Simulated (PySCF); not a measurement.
# Computed records: BH$_{2}$O$_{2}$Si, CH$_{4}$B$_{2}$F, CH$_{2}$Cl$_{2}$Si, BH$_{3}$NO

Calculation on a computer-drawn molecule: optimised geometry and harmonic frequencies of an isolated molecule of the commonest isotopes, restricted reference for singlets and unrestricted otherwise, frozen core in MP2. Program: PySCF 2.14.0.

(1) BH$_{2}$O$_{2}$Si

Start structure:
```xyz
6
BH2O2Si
O     -1.3682     3.2780    -1.2622
B     -0.9295     2.3050    -0.7634
O     -0.4281     1.1905    -0.2031
Si     0.1668    -0.2430     0.0185
H      0.3848    -1.0816    -1.1501
H      0.4513    -0.6096     1.3956
```

- charge: 1
- multiplicity: 1
- method: MP2
- basis: cc-pV(D+d)Z
- rotational constants: 65.64, 2.655, 2.551 GHz
- total energy: -464.8388 hartree
- convergence status largest gradient component: 3.066e-05 hartree/bohr

Drawn bonds:
```csv
atom,other atom,order
1,2,2
2,3,1
3,4,1
4,5,1
4,6,1
```

Optimised structure:
```xyz
6
BH2O2Si
O     -1.3442     3.1704    -1.4525
B     -0.9164     2.2752    -0.7519
O     -0.4328     1.2651     0.0477
Si     0.1589    -0.2161     0.0471
H      0.3140    -0.9229    -1.2248
H      0.4977    -0.7323     1.3698
```

Modes:
```csv
frequency (cm⁻¹),reduced mass (dalton)
94.85,5.91
161.5,1.608
453.7,9.953
465,10.34
658.2,2.738
712.9,1.768
756,1.154
968,1.081
1197,15.31
2060,12.11
2380,1.026
2449,1.064
```

(2) CH$_{4}$B$_{2}$F

Start structure:
```xyz
8
CH4B2F
C     -2.1736     0.2388     1.0030
B     -1.3094     0.9954     0.0815
B     -1.5452     1.0520    -1.4319
F     -2.0507     2.0892    -2.0806
H     -2.5941    -0.7274     0.7237
H     -2.4977     0.4733     2.0014
H     -0.4393     1.6510     0.6628
H     -1.2347     0.1090    -2.1720
```

- charge: 0
- multiplicity: 2
- method: HF
- basis: cc-pVDZ
- rotational constants: ?
- total energy: ?

Drawn bonds:
```csv
atom,other atom,order
1,2,1
2,3,1
3,4,1
1,5,1
1,6,1
2,7,1
3,8,1
```

(3) CH$_{2}$Cl$_{2}$Si

Start structure:
```xyz
6
CH2Cl2Si
C      0.1660     0.0266    -0.2921
Si    -0.2230    -1.3984     0.6754
Cl    -1.2946    -2.9866     0.1685
Cl     0.5543    -1.7204     2.5332
H      0.7542     0.8518     0.0755
H     -0.3085     0.1277    -1.3301
```

- charge: 0
- multiplicity: 1
- method: HF
- basis: cc-pV(D+d)Z
- rotational constants: ?
- total energy: ?

Drawn bonds:
```csv
atom,other atom,order
1,2,2
2,3,1
2,4,1
1,5,1
1,6,1
```

(4) BH$_{3}$NO

Start structure:
```xyz
6
BH3NO
N     -0.2017    -0.5086     2.7896
B     -0.5708    -1.4649     1.7050
O     -1.7319    -1.5834     1.1782
H      0.7561    -0.2387     2.8814
H     -0.8231     0.2642     2.9268
H      0.4365    -2.1633     1.3990
```

- charge: -1
- multiplicity: 1
- method: MP2
- basis: aug-cc-pVDZ
- rotational constants: ?
- total energy: ?

Drawn bonds:
```csv
atom,other atom,order
1,2,1
2,3,1
1,4,1
1,5,1
2,6,1
```

Question: Estimate the rotational constants of CH$_{4}$B$_{2}$F (entry 2).
Answer: 24.12, 3.677, 3.509 GHz

Question: What total energy does the calculation give for CH$_{4}$B$_{2}$F (entry 2)?
Answer: -189.0007 hartree

Question: What rotational constants does the calculation give for CH$_{2}$Cl$_{2}$Si (entry 3)?
Answer: 4.615, 2.597, 1.662 GHz

Question: Estimate the total energy of CH$_{2}$Cl$_{2}$Si (entry 3).
Answer: -1247.0199 hartree

Question: Estimate the rotational constants of BH$_{3}$NO (entry 4).
Answer: 63.46, 9.468, 8.294 GHz

Question: Estimate the total energy of BH$_{3}$NO (entry 4).
Answer: -156.3274 hartree

Further results for CH$_{4}$B$_{2}$F (entry 2):

* spin squared: 0.7573
* convergence status largest gradient component: 1.01e-05 hartree/bohr

Optimised structure:
```xyz
8
CH4B2F
C     -2.2501     0.2051     1.0883
B     -1.3379     1.0248     0.1521
B     -1.4705     1.0206    -1.5544
F     -2.2471     1.9086    -2.1875
H     -3.0588    -0.4285     0.7340
H     -2.1401     0.2155     2.1689
H     -0.4624     1.6810     0.6599
H     -0.8778     0.2541    -2.2735
```

Modes:
```csv
frequency (cm⁻¹),reduced mass (dalton)
92.62,2.741
199.4,1.398
249.8,1.903
330.9,2.072
685.9,2.056
760.8,1.399
797.1,1.216
890.3,1.982
991,1.668
1097,1.986
1154,1.527
1233,2.421
1386,3.535
1568,1.19
2654,1.089
2674,1.092
3267,1.056
3352,1.113
```

Further results for CH$_{2}$Cl$_{2}$Si (entry 3):

* convergence status largest gradient component: 2.628e-05 hartree/bohr

Optimised structure:
```xyz
6
CH2Cl2Si
C      0.1217    -0.0109    -0.2778
Si    -0.1689    -1.3632     0.6617
Cl    -1.3094    -2.9450     0.1043
Cl     0.5668    -1.6647     2.5274
H      0.7423     0.7992     0.0831
H     -0.3041     0.0852    -1.2683
```

Modes:
```csv
frequency (cm⁻¹),reduced mass (dalton)
204.2,22.11
223.8,2.896
225.5,14.42
511.8,15.39
573,1.017
621.8,6.293
757.1,1.21
793.6,1.629
1108,4.067
1476,1.245
3312,1.055
3417,1.116
```

Further results for BH$_{3}$NO (entry 4):

- convergence status largest gradient component: 6.938e-06 hartree/bohr

Optimised structure:
```xyz
6
BH3NO
N     -0.1998    -0.5151     2.8078
B     -0.5654    -1.4715     1.6997
O     -1.7575    -1.5895     1.1609
H      0.7742    -0.2300     2.8803
H     -0.8295     0.2764     2.9299
H      0.4432    -2.1651     1.4014
```

Modes:
```csv
frequency (cm⁻¹),reduced mass (dalton)
372.9,1.182
432.5,2.592
508.5,1.282
826.4,1.908
875.9,1.697
1004,2.399
1101,1.187
1459,5.31
1563,1.209
2220,1.076
3524,1.048
3653,1.095
```
